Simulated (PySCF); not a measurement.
Molecule: `InChI=1S/C4H3FN2/c5-4-6-2-1-3-7-4/h1-3H`.

Bonds (- single, = double, # triple, : aromatic): F1-C2, C2:N3, N3:C4, C4:C5, C5:C6, C6:N7, N7:C2. C4 carries H8; C5 carries H9; C6 carries H10.

Frames of a GFN2-xTB Langevin trajectory at 400 K; GIAO PBE0/pcSseg-1 shieldings in PySCF 2.14.0 with density-fitted response routines, gas phase, non-relativistic; equivalent atoms averaged within each frame.

Shifts are taken against calculated references (same method and geometry level): $^{19}$F (σref 170.95) vs CFCl3; $^{13}$C (σref 186.93), $^{1}$H (σref 31.72) against TMS; NH3 for $^{15}$N (σref 267.73). The references are static minima.

How do the shifts (ppm) fluctuate along the trajectory?

## Answers


```tsv
time (fs)	F1	C2	C4/C6	C5	N3/N7	H8/H10	H9
optimised geometry	-44.0	173.1	167.1	123.7	299.5	8.95	7.19
250	-35.3	174.6	165.7	122.9	299.5	8.78	6.49
425	-14.0	180.6	166.9	123.6	306.0	8.96	6.95
625	-27.8	182.3	163.6	122.9	296.1	8.95	7.98
800	-45.6	175.8	170.0	133.2	310.1	9.13	7.77
1000	-16.9	173.5	168.3	125.6	301.5	9.15	6.91
mean of frames	-27.9	177.3	166.9	125.6	302.6	8.99	7.22
standard deviation	13.1	3.9	2.4	4.4	5.5	0.15	0.63
```

5 frames give an uncertainty of the mean of about the standard deviation over 2.2 at best, since frames this close in time may not be independent; classical motion lacks zero-point vibration, and the reference would need the same averaging.
